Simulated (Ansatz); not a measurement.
`O=C=C=C[SiH3]`. Total charge 0; spin multiplicity 1.

```xyz
9

O    -0.796    0.761    3.175
C    -0.737    0.763    2.011
C    -0.812    0.934    0.733
C    -0.476    0.606   -0.504
Si    0.705   -0.792   -0.929
H    -0.910    1.180   -1.327
H     1.847   -0.246   -1.711
H     1.182   -1.418    0.327
H    -0.004   -1.788   -1.776
```

What are the harmonic wavenumbers in cm⁻¹ at PBE0-D4/def2-TZVP (Ansatz, finite differences of forces, unscaled)? (Estimate.)

Ansatz gave: 74, 80, 243, 318, 480, 504, 575, 676, 749, 830, 909, 935, 938, 976, 1275, 1769, 2220, 2224, 2251, 2263, 3084.

Is this a minimum?

Yes, all 21 modes are real.

Give the ideal-gas thermochemistry at 298.15 K and 1 bar (rigid rotor, harmonic oscillator; point group Cs, symmetry number 1).

Zero-point energy 139.8 kJ/mol; H(298) − E = 159.1 kJ/mol; entropy 334.7 J/(mol·K), of which translation 164.1, rotation 111.2, vibration 59.4; G(298) − E = 59.3 kJ/mol. Modes under 100 cm⁻¹ are hindered rotations or soft bends, so the harmonic entropy is rough.

And at 400, 500, 600, 800 and 1000 K?


```tsv
T (K)	H − E (kJ/mol)	S (J/mol/K)	G − E (kJ/mol)
400	169.9	365.7	23.6
500	182.1	392.9	-14.3
600	195.6	417.4	-54.9
800	225.4	460.3	-142.8
1000	258.2	496.8	-238.6
```

Rotational constants (cm⁻¹)?

0.4404, 0.05877, 0.05281.
